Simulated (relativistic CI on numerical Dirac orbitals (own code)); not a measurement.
# Line list: Electric-dipole lines, Cd31+

Calculated at this level of theory: Dirac-Coulomb-Breit CI, orbitals from a KLI potential per configuration, a model potential for QED, unscaled Slater integrals (own radial code, finite nucleus).

Configurations in the expansion (outside the closed core [Ne]): 3s²3p⁵, 3s3p⁶, 3s²3p⁴3d, 3s3p⁵3d, 3p⁶3d, 3s3p⁴3d², 3s²3p³3d4p, 3p⁶4s, 3s3p⁴3d4s, 3s²3p⁴4s, 3p⁶4p, 3s²3p⁴4p, 3s²3p⁴4d, 3s3p⁵4s, 3p⁵3d4p, 3s²3p⁴4f, 3s3p⁵4p, 3s3p⁵4d, 3s3p⁵4f, 3s²3p⁴5s, 3s²3p⁴5p, 3s²3p⁴5d, 3s²3p³4s4p, 3s²3p⁴5f, 3s²3p⁴5g, 3s3p⁴4s², 3s3p⁵5s, 3s3p⁵5p, 3s²3p³3d², 3s²3p²3d³, 3s3p³3d³, 3s²3p²3d²4s, 3s²3p²3d²4p, 3s²3p²3d²4d, 3p⁵3d², 3p⁴3d³, 3p⁴3d²4s, 3p⁴3d²4p, 3p⁴3d²4d, 3s²3p³3d4s, 3s3p³3d²4s, 3s²3p²3d4s², 3s²3p²3d4s4p, 3s²3p²3d4s4d, 3p⁵3d4s, 3p⁴3d4s², 3p⁴3d4s4p, 3p⁴3d4s4d, 3s²3p³4s², 3s3p³3d4s², 3s²3p²4s²4p, 3s²3p²4s²4d, 3s²3p³4p², 3s²3p²3d4p², 3s3p³3d4p², 3s²3p²4s4p², 3s²3p²4p³, 3s²3p²4p²4d. Double excitations out of closed p, d and f shells are left out; levels of such configurations are missing from the list, as are those of other unlisted configurations, and high levels can miss mixing partners. These lack a partner that the ground configuration has and come out too high: 3s²3p⁴4f, 3s3p⁵4p, 3s3p⁵4d, 3s3p⁵4f, 3s²3p⁴5s.

| λ vac (Å) | Lower | Upper | A (s⁻¹) | log gf | S velocity/length |
| --- | --- | --- | --- | --- | --- |
| 57.335 | 3s²3p⁵ ²P°3/2 [1] | 3s²3p⁴3d ²D3/2 [28] | 1.74e+11 | -0.46 | 0.99 |
| 57.554 | 3s²3p⁴3d ⁴D7/2 [7] | 3s²3p³3d² ⁴F°7/2 [125] | 1.52e+11 | -0.22 | 0.94 |
| 57.633 | 3s²3p⁴3d ⁴F9/2 [9] | 3s²3p³3d² ⁴D°7/2 [135] | 2.51e+11 | 0.00 | 0.84 |
| 57.724 | 3s²3p⁴3d ²F7/2 [8] | 3s²3p³3d² ²F°7/2 [134] | 2.90e+11 | 0.06 | 1.02 |
| 58.346 | 3s²3p⁴3d ⁴D7/2 [7] | 3s²3p³3d² ⁴D°5/2 [119] | 2.19e+11 | -0.17 | 0.96 |
| 58.355 | 3s²3p⁴3d ²F7/2 [8] | 3s²3p³3d² ²D°5/2 [130] | 3.80e+11 | 0.07 | 0.85 |
| 58.405 | 3s3p⁶ ²S1/2 [3] | 3s3p⁵3d ²P°3/2 [106] | 2.29e+11 | -0.33 | 0.98 |
| 58.595 | 3s²3p⁴3d ⁴D5/2 [5] | 3s²3p³3d² ⁴D°3/2 [110] | 3.58e+11 | -0.13 | 0.88 |
| 58.781 | 3s²3p⁴3d ⁴F9/2 [9] | 3s²3p³3d² ⁴D°7/2 [129] | 2.51e+11 | 0.02 | 0.89 |
| 58.943 | 3s²3p⁴3d ⁴D7/2 [7] | 3s²3p³3d² ⁴D°7/2 [115] | 1.56e+11 | -0.19 | 0.96 |
| 59.076 | 3s²3p⁴3d ²D5/2 [12] | 3s²3p³3d² ²D°5/2 [150] | 4.82e+11 | 0.18 | 0.99 |
| 59.203 | 3s²3p⁴3d ⁴F9/2 [9] | 3s²3p³3d² ⁴F°9/2 [128] | 4.62e+11 | 0.39 | 1.00 |
| 59.359 | 3s²3p⁵ ²P°3/2 [1] | 3s²3p⁴3d ²D5/2 [27] | 5.78e+11 | 0.26 | 1.02 |
| 59.522 | 3s²3p⁴3d ²F7/2 [19] | 3s²3p³3d² ⁴P°5/2 [169] | 3.32e+11 | 0.02 | 0.86 |
| 59.699 | 3s²3p⁵ ²P°3/2 [1] | 3s²3p⁴3d ²S1/2 [26] | 7.28e+11 | -0.11 | 0.98 |
| 60.117 | 3s²3p⁵ ²P°1/2 [2] | 3s²3p⁴3d ²D3/2 [31] | 5.06e+11 | 0.04 | 1.00 |
| 60.130 | 3s²3p⁵ ²P°3/2 [1] | 3s²3p⁴3d ²P3/2 [25] | 3.67e+11 | -0.10 | 0.96 |
| 60.400 | 3s²3p⁴3d ²G9/2 [22] | 3s²3p³3d² ²G°9/2 [178] | 3.67e+11 | 0.30 | 0.97 |
| 60.941 | 3s²3p⁴3d ²F7/2 [24] | 3s²3p³3d² ²F°7/2 [190] | 3.04e+11 | 0.13 | 0.96 |
| 60.975 | 3s²3p⁴3d ²G9/2 [22] | 3s²3p³3d² ²H°11/2 [174] | 2.09e+11 | 0.15 | 1.02 |
| 61.044 | 3s²3p⁴3d ²F7/2 [24] | 3s²3p³3d² ²G°9/2 [188] | 2.39e+11 | 0.13 | 1.02 |
| 61.084 | 3s²3p⁴3d ⁴F9/2 [9] | 3s²3p³3d² ⁴G°11/2 [117] | 2.08e+11 | 0.15 | 1.00 |
| 62.008 | 3s²3p⁴3d ²D5/2 [27] | 3s²3p³3d² ²F°7/2 [193] | 5.14e+11 | 0.38 | 0.98 |
| 62.746 | 3s²3p⁴3d ²G7/2 [18] | 3s²3p³3d² ²F°7/2 [162] | 1.99e+11 | -0.03 | 0.93 |
| 64.852 | 3s²3p⁴3d ⁴D7/2 [7] | 3s²3p³3d² ²H°9/2 [89] | 1.42e+11 | -0.05 | 1.01 |
| 65.818 | 3s²3p⁴3d ⁴D5/2 [5] | 3s²3p³3d² ⁴F°7/2 [78] | 1.13e+11 | -0.23 | 1.00 |
| 66.808 | 3s²3p⁴3d ²D3/2 [31] | 3s²3p³3d² ²F°5/2 [234] | 5.03e+11 | 0.30 | 0.96 |
| 67.901 | 3s²3p⁴3d ²D5/2 [30] | 3s²3p³3d² ²D°5/2 [213] | 3.30e+11 | 0.14 | 0.98 |
| 68.155 | 3s²3p⁵ ²P°1/2 [2] | 3s²3p⁴3d ²P1/2 [29] | 4.33e+11 | -0.22 | 0.96 |
| 75.494 | 3s²3p⁵ ²P°3/2 [1] | 3s²3p⁴3d ²F5/2 [14] | 6.18e+10 | -0.50 | 1.01 |

Terms are leading LS components. Brackets give the number of a level in order of energy, since labels repeat. The list gives strong lines, with weight on those to low levels, among the lowest 400 of 10102 levels, so that lines to higher ones, which can be the strongest, are missing. Levels whose partners in the same complex of configurations lie outside the list can be far off, and so can their lines. Rates are taken at the computed energies, electric ones in the length gauge. A velocity-to-length ratio far from 1 marks an uncertain rate.

At this charge energies of transitions that change n are usually good to better than 1 %, and those within a shell (Δn = 0) to a few per cent.

LS names give the leading component of a level, which can be under half, so a name can repeat, a term be missing and a line seem to break the LS rules.
